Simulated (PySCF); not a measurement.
A structure optimised at PBE0-D3(BJ)/def2-SVP, used in a PySCF frequency run:

```xyz
12

C      2.2250     0.7999     0.8108
C      1.5173     0.2658    -0.1805
F      1.9513     0.3485    -1.4551
Si    -0.1410    -0.6235    -0.0732
Si    -1.7276     0.5049    -1.3726
Cl    -0.7489    -0.5946     1.9135
H      1.8557     0.7262     1.8348
H      3.1724     1.3107     0.6177
H      0.0289    -2.0441    -0.4935
H     -3.0609    -0.1518    -1.2250
H     -1.8063     1.9188    -0.8989
H     -1.3135     0.4781    -2.8079
```
Charge 0, spin multiplicity 1.

Task: Write its SMILES and formula.

Result: C=C(F)[Si@H]([SiH3])Cl, C₂H₆ClFSi₂

Task: What are its rotational constants (standard atomic weights)?

Result: 1.7542, 1.5241, 0.90461 GHz
